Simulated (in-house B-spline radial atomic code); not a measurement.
A fraction x of an electron is removed from 3p in the calcium ion Ca⁴⁺, starting from [Ne] 3s2 3p4 and keeping the highest spin. Method: scalar-relativistic (X2C) OLYP, spin-polarised, spherical fractional occupations, Fermi nucleus of rms radius 3.4776 fm. Calculated with a B-spline radial code for spherical atoms.

| x | E(x) - E(0) (eV) | 3p down level (eV) |
| --- | --- | --- |
| 0 | 0.0000 | -75.521 |
| 0.03 | 2.2732 | -76.023 |
| 0.22 | 17.0203 | -79.211 |
| 0.28 | 21.8033 | -80.220 |
| 0.46 | 36.5152 | -83.247 |
| 0.5 | 39.8585 | -83.920 |
| 0.54 | 43.2288 | -84.592 |
| 0.63 | 50.9102 | -86.106 |
| 0.78 | 64.0150 | -88.625 |
| 0.91 | 75.6778 | -90.803 |
| 1 | 83.9178 | - |

The exact functional would give a straight line between the two integer points. Deviations E(x) - E(0) - x[E(1) - E(0)], in eV: -0.244 at x = 0.03, -1.442 at x = 0.22, -1.694 at x = 0.28, -2.087 at x = 0.46, -2.1 at x = 0.5, -2.087 at x = 0.54, -1.958 at x = 0.63, -1.441 at x = 0.78, -0.687 at x = 0.91.

The curve lies below the straight line by up to 2.1 eV (at x = 0.5): convex, the delocalisation error that favours fractional charges.

Problem. How well does Slater's transition state (minus the level at half occupation) give the ionisation energy?

Solution. It gives 83.920 eV against 83.918 eV from the two total energies; NIST lists 84.34 eV, ground level to ground level.
